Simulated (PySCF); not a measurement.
Precursor series Zn Cl-CH3. Gas-phase values, no solvent. One relaxed conformer stands for each flexible species; it need not be the lowest.

All values below come from PBE-D3(BJ)/def2-TZVP // TPSS-D3(BJ)/def2-SVP (PySCF). 

```csv
species,charge on the central atom (Mulliken) (e),HOMO–LUMO gap (eV),HOMO (eV),coordination number
0 of 2 Cl replaced by CH3 ([Zn(Cl)2]),0.54,5.04,-7.74,2
1 of 2 Cl replaced by CH3 ([Zn(Cl)(CH3)]),0.38,5.88,-7.26,2
2 of 2 Cl replaced by CH3,0.31,5.48,-6.03,2
```
